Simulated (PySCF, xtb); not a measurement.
C4H10S, SMILES SC(C)(C)C.

GFN2-xTB (xtb) at its own geometry gives an orbital gap of 4.44 eV and a dipole moment of 2.51 D.

Geometry optimised at PBE0-D3(BJ)/def2-SVP. One conformer was computed; it need not be the lowest.

Question: What does B3LYP/def2-TZVP in PySCF give? (An estimate is asked for; the answer gives what the named calculation found.)

Answer: gap 6.57 eV (levels -6.46 and 0.11 eV), dipole 1.63 D.
